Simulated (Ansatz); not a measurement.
The cluster Ge₃F₃⁻, relaxed as a singlet with RKS r2SCAN-D4/def2-SVPD in Ansatz, starting from the GFN1-xTB geometry. Force threshold 0.02 eV/Å.

The restricted singlet is unstable towards broken spin symmetry in Hartree–Fock (as tested in another run); at r2SCAN-D4/def2-SVPD this wasn't settled. The structure comes from a short search, and lower isomers may exist.

Start:

```xyz
6

Ge    0.134   -0.502   -0.288
Ge    0.579   -1.542    1.719
Ge   -0.522    1.688   -0.420
F     0.153   -0.063    2.793
F    -0.786    2.182   -2.178
F     0.441   -1.763   -1.625
```

Task: Estimate the energy that the relaxation releases and the steps that it takes.

Result: 29.6 kJ/mol, in 24 steps; 94 s on 4 threads of Arm Neoverse V1 on a shared host. The force fell under the threshold at step 8, but the optimiser went on and released 0.086 eV more. No frequencies were taken in this run, so the end may be a saddle point.

Task: Does the start keep its bonding?

Result: By distances, no bond broke or formed. The bond that changes most is Ge1–Ge3, from 2.29 to 2.45 Å (atoms count from 1). The end is the same structure that another start reached.

Task: Predict the relaxed structure.

Result: 
```
atom   x (Å)   y (Å)   z (Å)
 Ge1  -0.600  -0.865  -0.261
 Ge2   1.106  -0.941   1.475
 Ge3  -0.676   1.581  -0.273
  F4   0.072  -0.142   2.764
  F5  -0.087   1.954  -1.961
  F6   0.186  -1.587  -1.744
```
Bond lengths: 3 × F–Ge 1.83 to 1.84 Å; 2 × Ge–Ge 2.43 to 2.45 Å.
